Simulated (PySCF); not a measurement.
Species: C3H6BClS.
Atom-mapped SMILES: `[CH2:1]=[C:2]([Cl:3])[BH:4][S:5][CH3:6]` (hydrogens: H7, H8 on C1; H9 on B4; H10, H11, H12 on C6)

Computed by this run: PySCF 2.14.0, PBE0-D3(BJ)/def2-SVP geometry optimisation, gas phase; density fitting, grid level 1; the optimiser is geomeTRIC in internal coordinates, started from a GFN2-xTB structure with every atom displaced at random (about 0.01 Å).

Step 0: E = -27220.5180 eV
```
atom  x, y, z in Å  |  force x, y, z in eV/Å
C1      2.5178   -0.2040    0.3821   -1.265   2.431  -0.480
C2      1.5764    0.7663    0.1828    2.269  -0.659   0.142
Cl3     2.1436    2.3953   -0.1070   -0.006   0.098  -0.014
B4      0.0749    0.5812    0.1776   -1.132  -0.636   0.158
S5     -0.6202   -1.0274    0.4924   -0.196   0.031   0.022
C6     -2.4259   -0.7366    0.3793    0.770  -0.414   0.626
H7      3.5662    0.0156    0.3633    0.786   0.143  -0.004
H8      2.1995   -1.1877    0.5542   -0.503  -1.751   0.311
H9     -0.6896    1.4719   -0.0112   -0.180   0.372  -0.101
H10    -2.9108   -1.6852    0.6252   -0.103  -0.113  -0.049
H11    -2.7278    0.0166    1.1039   -0.105   0.258   0.160
H12    -2.6644   -0.4343   -0.6222   -0.336   0.238  -0.771
```

Q: Estimate the geometry and energy of step 1. (The exact step hangs on the optimiser's Hessian estimate; all steps are aligned on step 0, rigid shifts and turns removed.)

A: E = -27220.6242 eV, largest force 0.577 eV/Å
```
atom  x, y, z in Å  |  force x, y, z in eV/Å
C1      2.5164   -0.1964    0.3085    0.119  -0.345   0.446
C2      1.6110    0.7868    0.2523   -0.423   0.030  -0.314
Cl3     2.1581    2.4285   -0.0090    0.003   0.007   0.066
B4      0.0509    0.5895    0.2501    0.315   0.093   0.016
S5     -0.6364   -0.9954    0.6379    0.002  -0.060   0.055
C6     -2.4158   -0.7514    0.3791   -0.057   0.043  -0.150
H7      3.5930   -0.0035    0.2555   -0.057  -0.032  -0.068
H8      2.1862   -1.2315    0.5026    0.083   0.292  -0.194
H9     -0.6902    1.4941   -0.0388   -0.003   0.023  -0.001
H10    -2.9248   -1.6750    0.6831    0.003  -0.004   0.005
H11    -2.7876    0.0850    0.9850    0.013  -0.013   0.007
H12    -2.6211   -0.5590   -0.6857    0.000  -0.033   0.131
```

The energy changes by -0.1063 eV. The first-order estimate −F·Δx gives -0.2913 eV and the mean of the old and new forces, exact on a quadratic surface, -0.1112 eV. The step makes an angle of 79° with the force vector and moves no atom by more than 0.150 Å.

What follows is the cost of the whole optimisation. The run took 67 s of wall time on one thread, Intel Xeon Platinum 8375C at 2.90 GHz (x86_64), shared host, and the process peaked at 0.52 GiB of memory.
